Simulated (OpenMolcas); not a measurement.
BCl2F (dichlorofluoroborane): methods side by side

The species is BCl2F (4 atoms), meant as a singlet with charge 0. As SMILES, `FB(Cl)Cl`. The coordinates come from a PBE0-D4/def2-TZVP relaxation.

Quantity: the vertical ionisation energy (to the doublet cation), in eV. The values are calculated.

```json
{"level": "HF/6-311+G**", "kind": "Hartree–Fock", "program": "OpenMolcas", "value (eV)": "12.24", "CPU time (all runs)": "55 s"}
{"level": "SVWN5/6-311+G**", "kind": "LDA", "program": "OpenMolcas", "value (eV)": "11.69", "CPU time (all runs)": "57 s"}
{"level": "PBE/6-311+G**", "kind": "GGA", "program": "OpenMolcas", "value (eV)": "11.49", "CPU time (all runs)": "78 s"}
{"level": "r2SCAN/6-311+G**", "kind": "meta-GGA", "program": "OpenMolcas", "value (eV)": "11.74", "CPU time (all runs)": "2 min"}
{"level": "M06-2X/6-311+G**", "kind": "hybrid meta-GGA", "program": "OpenMolcas", "value (eV)": "12.27", "CPU time (all runs)": "1.8 min"}
```

The values span 11.49 to 12.27 eV. CPU times are rough (shared hosts, several kinds of processor and program).
